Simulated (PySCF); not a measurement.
H$_{4}$P$_{2}$, triplet, at a GFN2-xTB geometry (a higher spin typed on purpose: for a closed-shell molecule this is an excited state). Base run: M062X/6-31G* (PySCF).

Here is a job for PySCF.
```python
from pyscf import gto, scf, dft, solvent

mol = gto.M(
    atom='''
P    -1.22689054   -0.33573827    0.28086895
P     1.15870015    0.25036940   -0.28718920
H    -1.40351579    0.96023379    0.76749294
H    -1.63386307    0.04495382   -0.99511706
H     1.55387270   -0.31117947    0.91951583
H     2.50636199    0.58652497   -0.59708781
''',
    basis='6-31g*',
    spin=2,
    verbose=3,
)

mf = dft.UKS(mol)
mf.xc = 'm062x'
mf.kernel()
mf.analyze()
```

The base run was repeated with changes; each row names its change, and settings that it needs were set with it.

```json
[
 {"change": "base", "ΔE vs base (kcal/mol)": "0.000", "dipole (D)": "1.23"},
 {"change": "model = IEF-PCM; solvent = 2-propanol; vdw_scale = 1.4", "ΔE vs base (kcal/mol)": "-0.76", "dipole (D)": "1.61"},
 {"change": "model = IEF-PCM; solvent = methanol", "ΔE vs base (kcal/mol)": "-1.42", "dipole (D)": "1.79"},
 {"change": "model = IEF-PCM; solvent = 2-propanol", "ΔE vs base (kcal/mol)": "-1.37", "dipole (D)": "1.77"},
 {"change": "model = COSMO; solvent = 2-propanol", "ΔE vs base (kcal/mol)": "-1.36", "dipole (D)": "1.76"},
 {"change": "model = IEF-PCM; solvent = 2-propanol; r_probe = 0.5", "ΔE vs base (kcal/mol)": "-0.570", "dipole (D)": "1.54"},
 {"change": "model = IEF-PCM; solvent = 2-propanol; vdw_scale = 1.0", "ΔE vs base (kcal/mol)": "-2.95", "dipole (D)": "1.94"},
 {"change": "model = IEF-PCM; solvent = 2-propanol; vdw_scale = 1.1", "ΔE vs base (kcal/mol)": "-1.93", "dipole (D)": "1.86"},
 {"change": "model = IEF-PCM; solvent = toluene", "ΔE vs base (kcal/mol)": "-0.66", "dipole (D)": "1.48"},
 {"change": "model = IEF-PCM; solvent = chloroform", "ΔE vs base (kcal/mol)": "-1.01", "dipole (D)": "1.62"},
 {"change": "model = ddCOSMO; solvent = 2-propanol", "ΔE vs base (kcal/mol)": "-0.97", "dipole (D)": "1.68"},
 {"change": "model = C-PCM; solvent = 2-propanol", "ΔE vs base (kcal/mol)": "-1.40", "dipole (D)": "1.78"}
]
```

The base is the gas phase, so ΔE is the electrostatic part of solvation at a fixed geometry, without cavity and dispersion terms.

Open shells are given as the SCF converged; they aren't shown to be the lowest states, and a large step between rows can be another state.
